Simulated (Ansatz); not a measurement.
Gas-phase electronic energies from Ansatz, PBE0-D4/def2-TZVP geometries. CCSD(T)/CBS adds triple-zeta CCSD(T) − MP2 to the extrapolated MP2 energy (def2 sets, frozen cores). This one scheme is used for every species, atoms too. For atomizations the MP2-based limit and the directly extrapolated one differ by several kJ/mol either way, and by 10 to 25 for some Ge, Se and Sn compounds, so smaller differences from it don't rank the levels. Open shells (•) are unrestricted, without spin–orbit coupling. Spin–orbit coupling would lower the free atoms: a little for O, Si; clearly for Ga. For Ga outer-core shells are correlated without core-valence functions, so the limit isn't a true one: a few kJ/mol of doubt a bond, and 10 to 20 or more in all where bonds break to atoms. Scalar relativity is left out up to krypton. Each species was taken in one conformer, which may not be the lowest.

Reaction (atomization): `[NH2][GaH][O][SiH3]` → Ga• + 6 H• + N• + O• + Si•

`[NH2][GaH][O][SiH3]`:

Cartesian coordinates in Å:
```
N 0.839 1.942 -1.396
Ga 0.728 0.210 -0.916
O -0.375 -0.034 0.467
Si -0.956 -1.235 1.395
H 1.406 2.289 -2.149
H 0.330 2.670 -0.924
H 1.466 -0.983 -1.571
H -2.440 -1.291 1.294
H -0.411 -2.562 0.981
H -0.587 -1.008 2.819
```

```tsv
species	CCSD(T)/CBS(def2) energy (Eh)
`[NH2][GaH][O][SiH3]`	-2346.59363
Ga•	-1923.88713
H•	-0.50000
N•	-54.53257
O•	-75.00631
Si•	-288.94402
```

(1) Work out ΔE.

Largest T1 diagnostic among the species: 0.013.

Results:

(1) ΔE = 6 × (-0.50000) + (-1923.88713) + (-54.53257) + (-75.00631) + (-288.94402) − (-2346.59363) = 1.22360 Eh = +767.8 kcal/mol.

Leaving LDA and LC-ωPBE aside and taking each functional with its dispersion term where it has one, the values, not all of them listed here, spread over 26.6 kcal/mol, from BHLYP-D4 to ωB97X-V. LDA lies +104.9 kcal/mol from PBE without D4, its usual overbinding. In def2-TZVPP, CCSD(T) changes the Hartree–Fock value by +204.5 kcal/mol (the triples alone add +9.9 kcal/mol) and MP2 by +212.8 kcal/mol; breaking electron pairs costs correlation energy, which Hartree–Fock lacks. From BLYP to BHLYP (50 % exact exchange), in def2-TZVPP and without D4, ΔE moves by −11.3 kcal/mol: exact exchange takes away binding that semilocal exchange gives to molecules.
